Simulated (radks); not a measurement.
The rhenium ion Re3+ is in [Xe] 4f14 5d4. All-electron calculation, scalar-relativistic Kohn-Sham, r2SCAN, spin-polarised, spherical densities, finite nucleus; meta-GGA in the generalised Kohn-Sham scheme; Fermi nuclear charge, rms radius of each element as measured or else 0.836 A^(1/3) + 0.57 fm. Program: a radial shooting solver on a logarithmic mesh with Libxc functionals. Open shells are filled with parallel spins first. One electron is removed from 5d, 4f, 5p, 5s in turn, with full relaxation. Which removal costs least, and what does each cost?

Answer. 5d 40.764 eV; 5p 83.199 eV; 4f 84.415 eV; 5s 123.35 eV. The 5d electron leaves first.
